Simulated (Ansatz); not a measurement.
Calculated with Ansatz (gas phase, PBE0-D4/def2-TZVP geometries, no zero-point term in ΔE). CCSD(T)/CBS is the MP2 limit (def2-TZVPP, def2-QZVPP) plus CCSD(T) − MP2 in def2-TZVPP, frozen cores. This one scheme is used for every species. Functionals use def2-TZVPP. B3LYP here is the variant with VWN-RPA as its local correlation; programs differ in this. HSE06 is defined as in plane-wave codes. For Ge outer-core shells are correlated without core-valence functions, which leaves a few kJ/mol of doubt a bond. Scalar relativity is left out up to krypton.

Consider the ligand exchange at a Ge–C bond: `[CH3][GeH]([Cl])[Cl]` + HCl → `[Cl][GeH]([Cl])[Cl]` + CH₄.

`[CH3][GeH]([Cl])[Cl]`:

```xyz
8

C     0.183   -0.445    0.982
Ge   -0.167    0.490   -0.670
Cl   -1.820   -0.457   -1.666
Cl    1.548    0.300   -1.951
H     1.042    0.004    1.482
H    -0.692   -0.384    1.630
H     0.399   -1.490    0.761
H    -0.494    1.983   -0.569
```

HCl:

Cartesian coordinates in Å:
```
Cl 0.454 0.440 0.093
H -0.454 -0.440 -0.093
```

`[Cl][GeH]([Cl])[Cl]`:

```xyz
5

Cl   -0.732    1.690   -0.970
Ge   -0.094   -0.103   -0.021
Cl    1.797   -0.653   -0.822
Cl    0.141    0.281    2.057
H    -1.112   -1.216   -0.245
```

CH₄:

Cartesian coordinates in Å:
```
C 0.000 0.000 0.000
H 1.053 0.203 -0.190
H -0.092 -0.674 0.852
H -0.445 -0.464 -0.880
H -0.517 0.934 0.218
```

```
             level  ΔE (kcal/mol)  difference from CCSD(T)/CBS
       LDA (SPW92)          -16.1                          0.0
            PBE-D4          -17.5                         -1.4
         revPBE-D4          -17.6                         -1.5
           BLYP-D4          -18.3                         -2.2
         r2SCAN-D4          -18.2                         -2.1
            B97M-V          -19.2                         -3.1
           PBE0-D4          -17.4                         -1.3
          B3LYP-D4          -18.2                         -2.1
        r2SCANh-D4          -18.1                         -2.0
        r2SCAN0-D4          -17.9                         -1.8
          HSE06-D4          -17.5                         -1.4
          BHLYP-D4          -18.6                         -2.5
      CAM-B3LYP-D4          -17.5                         -1.4
           ωB97X-V          -17.3                         -1.2
           ωB97M-V          -17.3                         -1.2
          PBE-QIDH          -17.2                         -1.1
               PBE          -17.6                         -1.5
            revPBE          -17.9                         -1.8
            r2SCAN          -18.3                         -2.2
              PBE0          -17.5                         -1.4
             B3LYP          -18.2                         -2.1
           r2SCAN0          -18.0                         -1.9
             HSE06          -17.5                         -1.4
             BHLYP          -18.4                         -2.3
         CAM-B3LYP          -17.5                         -1.4
           LC-ωPBE          -16.4                         -0.3
RPA@PBE/def2-TZVPP          -15.4                          0.7
       HF/def2-SVP          -19.5                         -3.4
      MP2/def2-SVP          -18.5                         -2.4
     CCSD/def2-SVP          -18.1                         -2.0
  CCSD(T)/def2-SVP          -18.2                         -2.1
    MP2/def2-TZVPP          -16.6                         -0.5
SCS-MP2/def2-TZVPP          -16.9                         -0.8
   CCSD/def2-TZVPP          -15.9                          0.2
CCSD(T)/def2-TZVPP          -16.0                          0.1
     HF/def2-QZVPP          -19.3                         -3.2
    MP2/def2-QZVPP          -16.6                         -0.5
SCS-MP2/def2-QZVPP          -17.0                         -0.9
      HF/CBS(def2)          -19.3                         -3.2
     MP2/CBS(def2)          -16.7                         -0.6
       CCSD(T)/CBS          -16.1                            0
```

Largest T1 diagnostic among the species: 0.009.

In def2-TZVPP, CCSD(T) changes the Hartree–Fock value by +3.3 kcal/mol (the triples alone add −0.1 kcal/mol) and MP2 by +2.7 kcal/mol. At CCSD(T), def2-SVP lies −2.1 kcal/mol from the extrapolated value and def2-TZVPP +0.1 kcal/mol.
